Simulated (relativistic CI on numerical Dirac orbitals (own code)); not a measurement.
**One change at a time: In XLIX**

Base calculation: Dirac-Coulomb-Breit CI, orbitals from a KLI potential per configuration, a model potential for QED.

Configuration list: 1s, 2s, 2p, 3s, 3p, 3d, 4s, 4p, 4d, 4f, 5s, 5p, 5d, 5f, 5g, 6s, 6p, 6d. Levels of other configurations are missing.

Variants: (1) QED terms removed; (2) non-relativistic limit. Shifts of the energy above 1s ²S1/2, in eV, for the lowest level and the first level of each name with at least 55 % of one term (blank where a level changes its place among those of its configuration and J or its character, or is not in the variant):

| Level | Base | Δ(1) | Δ(2) |
| --- | --- | --- | --- |
| 1s ²S1/2 | 0.0 | 0.0 | 0.0 |
| 2p ²P°1/2 | 25233.6 | +31.7 | -734.0 |
| 2s ²S1/2 | 25238.7 | +26.8 | -739.0 |
| 2p ²P°3/2 | 25517.9 | +31.2 | -1018.3 |
| 3p ²P°1/2 | 29997.1 | +31.8 | -960.4 |
| 3s ²S1/2 | 29998.6 | +30.3 | -961.9 |
| 3d ²D3/2 | 30081.3 | +31.8 | -1044.7 |
| 3p ²P°3/2 | 30081.5 | +31.6 | -1044.9 |
| 3d ²D5/2 | 30107.8 | +31.8 | -1071.1 |
| 4p ²P°1/2 | 31652.5 | +31.8 | -1027.9 |
| 4s ²S1/2 | 31653.1 | +31.2 | -1028.5 |
| 4d ²D3/2 | 31687.9 | +31.8 | -1063.3 |
| 4p ²P°3/2 | 31688.0 | +31.7 | -1063.4 |
| 4f ²F°5/2 | 31699.1 | +31.8 | -1074.5 |
